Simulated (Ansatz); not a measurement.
Coupled-cluster run, CH2AlBF2.

```yaml
crystal:
  periodic: [false, false, false]
  atoms:
    - {symbol: F, position_ang: [1.560840, -1.337441, -1.322275]}
    - {symbol: C, position_ang: [-0.503082, -0.611804, 0.743910]}
    - {symbol: F, position_ang: [-0.478491, -1.877825, 1.102833]}
    - {symbol: B, position_ang: [-0.963179, 0.650134, 0.866622]}
    - {symbol: Al, position_ang: [0.698731, -0.053540, -0.756261]}
    - {symbol: H, position_ang: [-1.151202, 1.799768, 0.724092]}
    - {symbol: H, position_ang: [0.897582, 1.362609, -1.404620]}
basis:
  gaussian: {orbitals: def2-TZVPP}
correlation: {method: ccsd_t}
output: {orbitals: {seedname: orbitals}}
```

```sh
$ ansatz run in.yaml --threads 2 --pin off --events-out ev --progress --plain --max-ram 4352MiB
```

Output of Ansatz, abridged:

```
Functional definition: HF
1216 factors; integrals over basis functions are off by at most 1.1e-3 eV
mean field evaluation 1: about -13727.8885 eV, gradient 3.8e1 eV
mean field evaluation 2: about -13728.1013 eV, gradient 3.8e1 eV
mean field evaluation 4: about -13731.2379 eV, gradient 3.5e0 eV
mean field evaluation 8: about -13731.3040 eV, gradient 2.8e-1 eV
mean field evaluation 16: about -13731.3050 eV, gradient 1.3e-6 eV
mean field -13731.30497136 eV, -504.6161502848 hartree, gradient 1.3e-6 eV, S^2 0.000000; 0 other end points of the search recorded, 0 dependent functions left out
9 core orbitals not correlated: weight in the atoms' cores, before any rotation towards them, 1.000 or more for the frozen orbitals, at most 0.000 for the correlated occupied ones
reference -13731.30497136 eV, -504.6161502848 hartree; 13, 13 occupied and 172, 172 virtual orbitals, 1216 factors
second order -22.42155308 eV of doubles, -0.00000000 eV of singles
cycle   1  -22.30995943 eV  change    1.1e-1 eV  update   1.2e-1
cycle   2  -22.84028108 eV  change   -5.3e-1 eV  update   3.7e-2
cycle   3  -22.98966676 eV  change   -1.5e-1 eV  update   2.2e-2
cycle   4  -22.97578002 eV  change    1.4e-2 eV  update   6.6e-3
cycle   5  -22.96995734 eV  change    5.8e-3 eV  update   3.8e-3
cycle   6  -22.97282312 eV  change   -2.9e-3 eV  update   1.5e-3
cycle   7  -22.97272612 eV  change    9.7e-5 eV  update   7.2e-4
cycle   8  -22.97225305 eV  change    4.7e-4 eV  update   2.6e-4
cycle   9  -22.97232407 eV  change   -7.1e-5 eV  update   1.1e-4
cycle  10  -22.97241998 eV  change   -9.6e-5 eV  update   3.6e-5
cycle  11  -22.97235877 eV  change    6.1e-5 eV  update   1.4e-5
cycle  12  -22.97236838 eV  change   -9.6e-6 eV  update   5.5e-6
perturbative correction -0.86559466 eV, -0.0318100172 hartree
Total energy: -13755.14293441 eV, -505.4921792686 hartree
```

It took 83 s on 2 threads of an Arm Neoverse V1 on a shared host, with 2.3 GiB of host memory at the peak.

The correlation energy is -23.838 eV, 3.6 % of it from (T); the T1 diagnostic reads 0.0162.
